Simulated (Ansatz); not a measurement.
Coupled-cluster diagnostics for Al4P3⁺, Ansatz.

Geometry of the singlet (PBE-D4/def2-SVP):

```tsv
atom	x (Å)	y (Å)	z (Å)
Al1	-0.424	-1.091	-1.485
Al2	-0.586	0.384	1.754
Al3	2.253	2.148	-0.859
Al4	-2.525	-0.634	0.160
P5	0.091	-1.831	0.840
P6	1.404	-0.195	0.155
P7	-0.213	1.220	-0.566
```

Correlated methods freeze 35 core orbitals. Another isomer (singlet) lies 0.58 eV lower at PBE0-D4/def2-TZVP; other spin states weren't run for this one.

(1) Estimate the CCSD(T) correlation energy, the shares of MP2 and (T), T1 and the reference's ⟨S²⟩ for: charge 1, singlet, own geometry in def2-TZVPP; and the rough time on 4 threads of Arm Neoverse V2 on a shared host.

## Answers

(1) 
```json
{"state": "charge 1, singlet, own geometry", "basis": "def2-TZVPP", "correlation (eV)": "-22.606", "MP2 share (%)": "91.4", "(T) share (%)": "8.7", "T1": "0.025", "⟨S²⟩ (pure)": "0.00 (0.00)", "wall time": "11 min", "remarks": "large T1 (0.025), restricted SCF unstable"}
```
Customary marks for T1 are 0.02 (closed shells), 0.045 (open shells) and about 0.05 (3d metals). T1 exceeds 0.02 in 1 of 1 rows and 0.045 in 0; the higher it lies, the less the single-reference result can be trusted.
